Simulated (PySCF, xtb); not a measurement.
ZrBr4, SMILES [Br][Zr]([Br])([Br])[Br], multiplicity 1.

GFN2-xTB (xtb) at its own geometry gives an orbital gap of 2.49 eV and a dipole moment of 0.00 D.

Geometry: r2SCAN-D4/def2-SVP. The multiplicity is an assumed one; other spin states were not compared. The isomer is the one that the SMILES or the coordinates give; other isomers of the formula were not compared. The def2 effective core potentials stand for the cores of Zr; spin–orbit coupling is left out.

### Question
What does ωB97X/def2-TZVP run with PySCF give? (Estimate from the structure and the level; the computed values follow.)

### Answer
gap 10.24 eV (levels -11.16 and -0.92 eV), dipole 0.00 D.
